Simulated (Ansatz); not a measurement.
Cost and result for the atomization energy of FGeH$_{3}$OSi (`[F][Ge][O][SiH3]`) (7 atoms, 6 bonds).

```xyz
7

F     1.956   -0.010   -1.439
Ge    1.517    1.572   -0.795
O     0.105    1.063    0.139
Si   -0.704   -0.346    0.447
H    -1.837   -0.023    1.349
H    -1.229   -0.931   -0.813
H     0.192   -1.325    1.113
```

Total charge 0; spin multiplicity 1. Correlated methods include outer-core shells of Ge, which these sets cover unevenly. Scalar relativity is left out up to krypton. Geometry: relaxed with PBE0-D4/def2-TZVP. It is one conformer, not always the lowest. Program: Ansatz. All runs use 4 threads of an Arm Neoverse V1 on a shared host. Times are those of one run each, without the atoms' runs, and a repeat can differ threefold. Electronic energies, without spin–orbit coupling; frozen cores. CCSD(T)/CBS adds CCSD(T) − MP2 in def2-TZVPP to the MP2 limit, and its time is that of the two runs behind it. T1 = 0.015. With those shells the extrapolation isn't a true limit. B3LYP takes the VWN-RPA correlation (the form of Gaussian; ORCA's B3LYP/G).

CCSD(T)/CBS is a level of theory with its own doubt, some kJ/mol a heavy atom from the limit and from the frozen cores, so smaller differences don't rank the functionals.

| level | functions | wall time | atomization (kcal/mol) | difference from CCSD(T)/CBS | per bond |
| --- | --- | --- | --- | --- | --- |
| LDA (SPW92)/def2-TZVPP | 194 | 0.85 s | 656.9 | 76.5 | 12.8 |
| BLYP-D4/def2-TZVPP | 194 | 1.4 s | 578.2 | -2.2 | -0.4 |
| PBE0-D4/def2-TZVPP | 194 | 2.1 s | 563.8 | -16.6 | -2.8 |
| CAM-B3LYP-D4/def2-TZVPP | 194 | 2.4 s | 579.4 | -1.0 | -0.2 |
| B3LYP-D4/def2-TZVPP (with forces) | 194 | 3.1 s | 574.4 | -6.0 | -1.0 |
| CCSD(T)/def2-SVP | 93 | 3.3 s | 529.8 | -50.6 | -8.4 |
| B2PLYP/def2-TZVPP | 194 | 3.7 s | 570.4 | -10.0 | -1.7 |
| r2SCANh-D4/def2-TZVPP | 194 | 3.8 s | 569.6 | -10.8 | -1.8 |
| PBE-QIDH/def2-TZVPP | 194 | 3.9 s | 563.9 | -16.5 | -2.8 |
| ωB97X-V/def2-TZVPP | 194 | 6 s | 580.7 | 0.3 | 0.0 |
| MP2/def2-QZVPP | 363 | 13 s | 586.3 | 5.9 | 1.0 |
| CCSD(T)/def2-TZVPP | 194 | 63 s | 561.7 | -18.7 | -3.1 |
| CCSD(T)/CBS(def2) | – | 75 s | 580.4 | 0.0 | 0.0 |

The D4 term adds +5.9 kcal/mol with B3LYP and +3.0 kcal/mol with PBE0; it sums over pairs of atoms, weighted by their polarisabilities, and B3LYP, whose exchange is more repulsive, gets the larger term. Leaving LDA and LC-ωPBE aside and taking each functional with its dispersion term where it has one, the values, not all of them listed here, spread over 26.2 kcal/mol, from BHLYP-D4 to ωB97X-V. LDA lies +81.3 kcal/mol from PBE without D4, its usual overbinding. At CCSD(T), def2-SVP lies −50.7 kcal/mol from the extrapolated value and def2-TZVPP −18.7 kcal/mol: correlation converges slowly with the basis, and small sets miss more of it in the bonded molecule than in its fragments.
